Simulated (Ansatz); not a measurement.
`B[SiH](O)[SiH3]` + H–F → `B[SiH](O)F` + SiH₄ at 500 K and 1 bar (cleavage of the Si–Si bond).

Program: Ansatz. Geometries: PBE0-D4/def2-TZVP. ΔE: electronic, gas phase. CCSD(T)/CBS is the MP2 limit (def2-TZVPP, def2-QZVPP) plus CCSD(T) − MP2 in def2-TZVPP, frozen cores. This one scheme is used for every species. Each species was taken in one conformer, which may not be the lowest.

```json
{"species": "`B[SiH](O)[SiH3]`", "CCSD(T)/CBS energy (Eh)": "-682.33266", "H − E (kJ/mol)": "230.8", "S (J/(mol·K))": "436.6"}
{"species": "H–F", "CCSD(T)/CBS energy (Eh)": "-100.39570", "H − E (kJ/mol)": "39.4", "S (J/(mol·K))": "188.7"}
{"species": "`B[SiH](O)F`", "CCSD(T)/CBS energy (Eh)": "-491.32150", "H − E (kJ/mol)": "161.5", "S (J/(mol·K))": "375.2"}
{"species": "SiH₄", "CCSD(T)/CBS energy (Eh)": "-291.46306", "H − E (kJ/mol)": "102.4", "S (J/(mol·K))": "230.9"}
```

H − E and S are ideal-gas, rigid-rotor, harmonic terms from PBE0-D4/def2-TZVP, for one conformer and one mirror image of each species. 1 Eh = 2625.50 kJ/mol, R = 8.31446 J/(mol·K).

Problem. By hand: ΔE, ΔH, ΔS and ΔG.

Solution. ΔE = (-491.32150) + (-291.46306) − (-682.33266) − (-100.39570) = -0.05620 Eh = -147.6 kJ/mol. Δ(H − E) = 161.5 + 102.4 − 230.8 − 39.4 = -6.3, so ΔH = -153.9 kJ/mol. ΔS = 375.2 + 230.9 − 436.6 − 188.7 = -19.2 J/(mol·K). ΔG = -153.9 − 500 × (-19.2)/1000 = -144.3 kJ/mol.

Problem. By hand: the equilibrium constant, and the temperature at which ΔG would vanish if ΔH and ΔS stayed fixed.

Solution. log₁₀ K = −ΔG/(RT ln 10) = 15.1. ΔG = 0 at ΔH/ΔS = 8016 K, far beyond where these terms or the molecules hold.

ΔH outweighs TΔS. A doubt of 5 kJ/mol in ΔE shifts log₁₀ K by 0.5 here. Other conformers and mirror images would add mixing entropy, several J/(mol·K) or more a flexible species. These are equilibria of isolated gas molecules and say nothing of rates. Largest T1 diagnostic: 0.014 (customary marks: 0.02 for closed shells, 0.045 for open ones).
